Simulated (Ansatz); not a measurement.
CH₄ClFGe (`F[CH2][GeH2][Cl]`) at its PBE0-D4/def2-TZVP geometry, where that method's forces vanish. The species carries charge 0 and has multiplicity 1.

```xyz
8

F     1.8164   -0.3445    0.6873
C     0.9462    0.4681   -0.0108
Ge   -0.8150   -0.3937   -0.1896
Cl   -1.7653   -0.3548    1.7440
H     0.8455    1.4174    0.5222
H     1.3676    0.6626   -1.0026
H    -1.7091    0.4084   -1.1470
H    -0.6864   -1.8635   -0.6035
```

What forces (eV/Å) does ωB97M-V/def2-TZVPP give on these atoms in the Gaussian-basis code of Ansatz? (Estimate.)

Ansatz gave: 
```
F1   0.167 -0.190  0.155
C2  -0.240  0.252 -0.210
Ge3  0.019 -0.045 -0.133
Cl4 -0.001  0.005  0.028
H5   0.015 -0.081 -0.055
H6  -0.033 -0.004  0.098
H7   0.079 -0.061  0.080
H8  -0.006  0.124  0.037
```
